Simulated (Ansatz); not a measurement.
Cartesian coordinates in Å:
```
F -1.355 -0.289 1.093
C -1.439 -0.482 -0.317
C -0.103 -0.193 -0.937
In 1.260 -0.277 0.758
S 2.189 1.826 1.435
H -2.240 0.182 -0.646
H -1.747 -1.520 -0.451
H -0.051 0.801 -1.382
H 0.165 -0.932 -1.692
H 1.827 -1.651 1.609
H 1.494 2.536 0.531
```

Total charge 0; spin multiplicity 1. In: def2 effective core potential.

**Question.** List the r2SCAN/def2-TZVPP orbital energies in eV (the Gaussian-basis code of Ansatz). (An estimate is asked.)

**Answer.** The calculation gave: Occupied: -2408.63, -666.39, -275.47, -273.25, -213.05, -157.12, -157.03, -156.95, -125.52, -82.23, -81.98, -81.91, -31.67, -20.33, -19.69, -19.41, -19.36, -19.32, -19.10, -17.76, -16.23, -12.95, -12.90, -11.88, -10.62, -10.36, -9.47, -8.98, -8.67, -7.27, -6.78, -6.26. Lowest empty: -1.45, -0.70, 0.23, 0.49, 1.50, 1.81, 1.85, 2.16.
